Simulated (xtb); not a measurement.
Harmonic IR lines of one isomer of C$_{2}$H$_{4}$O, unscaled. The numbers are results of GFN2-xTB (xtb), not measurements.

```csv
wavenumber (cm⁻¹),relative intensity
139,8.2
455,10
685,58
933,9.9
1050,65
1262,47
1321,100
1345,8.5
1436,4.4
2962,30
3005,5.7
3019,5.9
3409,6.5
```

Task: Say which structure gives these lines.
(A) `C=CO`
(B) `C[C]O`
(C) `CC=O`

Result: B, `C[C]O`
